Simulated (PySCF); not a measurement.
# Electron correlation in Ni¹⁵⁺ (nickel, charge +15)

[Ne] 3s2 3p1, 2P determinant. Calculation: PySCF 2.14, in an even-tempered Gaussian basis (17 s from 0.93 bohr⁻², ratio 2.5; 11 p from 1.2 bohr⁻², ratio 2.5; 5 d from 6.3 bohr⁻², ratio 2.7; 4 f from 9.5 bohr⁻², ratio 2.7); no relativity, point nucleus. Frozen: 1s2; 11 electrons correlated; the 18 highest virtual orbitals of each spin left out.

```csv
level,correlation energy (mhartree)
CCSD,-447.02
(T),-2.53
CCSD(T),-449.55
```

Diagnostics: T1 = 0.0023, D1 = 0.0101, largest double amplitude 0.090.

Cost of the coupled-cluster step: of the order of 25 core-seconds, for 11 correlated electrons.

Iterations:

```
CC2 = 0
CCSD nocc = (np.int64(6), np.int64(5)), nmo = (84, 84)
frozen orbitals [[0, 85, 86, 87, 88, 89, 90, 91, 92, 93, 94, 95, 96, 97, 98, 99, 100, 101, 102], [0, 85, 86, 87, 88, 89, 90, 91, 92, 93, 94, 95, 96, 97, 98, 99, 100, 101, 102]]
max_cycle = 100
direct = 0
conv_tol = 1e-08
conv_tol_normt = 1e-06
diis_space = 8
diis_start_cycle = 0
Init t2, MP2 energy = -0.420956932609963
Init E_corr(UCCSD) = -0.420956932610845
cycle = 1  E_corr(UCCSD) = -0.438317526404438  dE = -0.0173605938  norm(t1,t2) = 0.0305258
cycle = 2  E_corr(UCCSD) = -0.443921885918361  dE = -0.00560435951  norm(t1,t2) = 0.0113614
cycle = 3  E_corr(UCCSD) = -0.447042482942752  dE = -0.00312059702  norm(t1,t2) = 0.0043938
cycle = 4  E_corr(UCCSD) = -0.447021207713275  dE = 2.12752295e-05  norm(t1,t2) = 0.000250397
cycle = 5  E_corr(UCCSD) = -0.447023888797072  dE = -2.6810838e-06  norm(t1,t2) = 1.70267e-05
cycle = 6  E_corr(UCCSD) = -0.447023247732832  dE = 6.41064241e-07  norm(t1,t2) = 2.01153e-06
cycle = 7  E_corr(UCCSD) = -0.447023261875616  dE = -1.41427841e-08  norm(t1,t2) = 4.02596e-07
cycle = 8  E_corr(UCCSD) = -0.447023270341061  dE = -8.46544496e-09  norm(t1,t2) = 4.59217e-08
UCCSD converged
E(UCCSD) = -1399.427273136937  E_corr = -0.4470232703410606
UCCSD(T) correction = -0.00252826049611304
```
